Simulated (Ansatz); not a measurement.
Species: [B(F)3(CH3CN)] (charge 0, multiplicity 1), formula C2H3BF3N.

**Question.** How many basis functions does frozen-core CCSD(T)/cc-pVTZ // PBE-D3(BJ)/def2-SVP (Ansatz, an electronic-structure program) use, how many core orbitals are frozen, and how many electrons are correlated?

**Answer.** 252 basis functions and 7 frozen orbitals, which leaves 40 correlated electrons. Core time is of the order of minutes.
